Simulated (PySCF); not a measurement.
# IIrN: breathing scan

Computed with UPBE0 in PySCF with Ir def2-SVP with ECP60, N def2-SVP, I def2-SVP with ECP28; scalar-relativistic core potentials, no spin–orbit coupling; density-fitted integrals.

Rigid scan from the doublet minimum (Ir–I 2.554 Å, Ir–N 1.614 Å; I–Ir–N 127.7°). Coordinate: all bonds to the central atom scaled together. Energies in kJ/mol from the minimum.

```
scale of all bonds to the centre  E (kJ/mol)  dipole size (D)  ⟨S²⟩
                            0.88       295.5             0.27  0.76
                            0.92       114.2             0.57  0.76
                            0.96        24.9             0.84  0.76
                            1.00         0.0             1.10  0.76
                            1.04        19.1             1.34  0.77
                            1.08        67.3             1.58  0.78
                            1.14       167.7             1.93  1.00
                            1.22       302.8             2.59  1.53
                            1.35       458.0             2.46  2.49
```

Spin contamination is strong at 1.14, 1.22, 1.35, so these points are less reliable.

Open d and f shells are described by one determinant, and the ground state may have another occupation or spin. With an element this heavy the missing spin–orbit coupling can shift these numbers.

Other isomers or separated fragments may lie lower.
